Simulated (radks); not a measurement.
Species: Os I. Configuration: [Xe] 4f14 5d6 6s1 6p1 (not the ground configuration).

All-electron calculation, scalar-relativistic Kohn-Sham, LDA (Slater exchange, Perdew-Wang correlation), spin-unpolarised, spherical densities, finite nucleus; Fermi nuclear charge, rms radius 5.4126 fm. Program: a radial shooting solver on a logarithmic mesh with Libxc functionals.

Energy parts (hartree):
| part | energy |
|---|---|
| total | -17240.7115 |
| kinetic | 19096.0541 |
| electron-nucleus | -42724.9838 |
| Hartree | 6716.4508 |
| exchange-correlation | -328.2326 |

Orbitals (lengths in bohr, moments of r in powers of bohr; <r^-3> diverges for s and p1/2; r(max) is where P^2 peaks):
orbital,occ.,eigenvalue (hartree),<1/r>,<r^2>,<r^-3>,r(max)
1s,2,-2711.618,90.35,0.0004341,-,0.01104
2s,2,-472.3910,21.15,0.006651,-,0.06345
2p,6,-411.6426,19.05,0.005535,21880,0.05220
3s,2,-109.9678,7.837,0.04307,-,0.1789
3p,6,-92.12190,7.208,0.04393,4928,0.1775
3d,10,-72.11051,6.802,0.03639,625.6,0.1444
4s,2,-23.23219,3.346,0.2108,-,0.4050
4p,6,-17.37369,3.033,0.2404,1164,0.4252
4d,10,-10.08822,2.707,0.2771,127.5,0.4346
4f,14,-1.98754,2.241,0.3822,22.97,0.4048
5s,2,-3.43869,1.338,1.135,-,0.9126
5p,6,-1.94207,1.130,1.547,181.9,1.030
5d,6,-0.29805,0.7405,3.827,9.584,1.355
6s,1,-0.27917,0.4387,9.573,-,2.432
6p,1,-0.08397,0.2934,21.71,9.744,3.395

The highest occupied level is 6p at -2.285 eV. The density falls to 0.001 e/bohr^3 at r = 4.84 bohr. Summed over all electrons, <r^2> = 76.55 bohr^2, which gives a Langevin (diamagnetic) susceptibility term of -60.6 x 10^-6 cm^3/mol.
